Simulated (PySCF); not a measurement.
A structure optimised at B3LYP-D3(BJ)/def2-TZVP, used in a PySCF frequency run:

```
As
As 1 2.1041
```

Question: Write its SMILES, formula and point group.

Answer: [As]#[As], As₂, D∞h

Question: What are its rotational constants (standard atomic weights)?

Answer: 3.0472 GHz (linear rotor, B only)
